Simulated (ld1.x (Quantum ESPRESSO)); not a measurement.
# An odd input for ld1.x (Quantum ESPRESSO) 7.5 (Ni)

Command:

```bash
ld1.x < Ni.in > Ni.out
```

Input:

```
&input
   title='Ni', zed=28., rel=1, dft='PBE', iswitch=3, isic=1,
   config='[Ar] 3d8 4s0.5 4p0',
   nld=3, rlderiv=1.60, eminld=-11.0, emaxld=5.0, deld=0.04
 /
 &inputp
   pseudotype=3, tm=.true., lloc=-1, rcloc=1.40,
   nlcc=.true., new_core_ps=.true., rcore=1.10,
   which_augfun='PSQ', rmatch_augfun_nc=.true.,
   file_pseudopw='Ni.UPF', file_wfcaegen='ae.wfc', file_wfcncgen='nc.wfc', file_beta='beta', file_chi='chi', file_wfcusgen='us.wfc'
 /
6
3S  1  0   2.00   0.00  1.10  1.40  0.0
4S  2  0   0.50   0.00  1.10  1.40  0.0
3P  2  1   6.00   0.00  1.10  1.45  0.0
4P  3  1   0.00   0.00  1.10  1.45  0.0
3D  3  2   8.00   0.00  1.05  1.25  0.0
3D  3  2   0.00   1.80  1.05  1.25  0.0
 &test
   configts(1)='3s2 3p6 3d8 4s0.5 4p0'
 /
```

Output:

```
Program LD1 v.7.5

 %%%%%%%%%%%%%%%%%%%%%%%%%%%%%%%%%%%%%%%%%%%%%%%%%%%%%%%%%%%%%%%%%%%%%%%%%%%%%%
     Error in routine ld1_readin (1):
     SIC available with all-electron only
 %%%%%%%%%%%%%%%%%%%%%%%%%%%%%%%%%%%%%%%%%%%%%%%%%%%%%%%%%%%%%%%%%%%%%%%%%%%%%%

     stopping ...
```

This input was made by a single change from one that runs to its end. What was changed?

The change: self-interaction correction asked for in a generation. The program refuses the input: "ld1_readin: SIC available with all-electron only".
